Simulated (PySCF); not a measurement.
C₂H₂F₆NP.
SMILES: `NP(C(F)(F)F)C(F)(F)F`

Jobs on this species (12 atoms, 90 electrons) with PySCF (density fitting). Hardware of each: one thread, Arm Neoverse N1 (aarch64), no GPU, on a shared host. Other jobs ran on the host; a repeat could differ by tens of per cent or more. Peak memory is the resident size of the whole Python process, interpreter and libraries included.

Question: Rank these jobs by wall time, shortest first.
A. PBE0/def2-SVPD, IEF-PCM dichloromethane; 6 singlets by full TDDFT, polarisability; 238 basis functions
B. PBE0/pcSseg-1, IEF-PCM dimethylsulfoxide; shieldings; 187 basis functions
C. PBE0-D3(BJ)/def2-SVP, grid level 1; geometry optimisation from a GFN2-xTB start shaken at random; 154 basis functions

Answer: B (36 s), A (70 s), C (4.2 min).

All jobs:

| level and settings | work | basis functions | SCF cycles | wall time | peak memory |
| --- | --- | --- | --- | --- | --- |
| PBE0/pcSseg-1, IEF-PCM dimethylsulfoxide | shieldings | 187 | 13 | 36 s | 1.1 GiB |
| PBE0/pcSseg-1, IEF-PCM dichloromethane | shieldings, charges and field gradients | 187 | 13 | 40 s | 1.1 GiB |
| PBE0/def2-SVPD, IEF-PCM dichloromethane | 6 singlets by full TDDFT, polarisability | 238 | 13 | 70 s | 1.1 GiB |
| PBE0/def2-SVPD, IEF-PCM dimethylsulfoxide | 6 singlets by full TDDFT, polarisability | 238 | 13 | 70 s | 1.1 GiB |
| PBE0/def2-SVPD | 6 singlets by full TDDFT, polarisability, dynamic polarisability, density and orbital grids written | 238 | 14 | 1.7 min | 1.0 GiB |
| PBE0-D3(BJ)/def2-SVP, grid level 1 | geometry optimisation from a GFN2-xTB start shaken at random | 154 | 87 | 4.2 min | 0.62 GiB |

Question: What do all jobs in the table cost together?

Answer: About 9.5 min; the longest takes about 44 % of that, and about 7 times as long as the shortest.
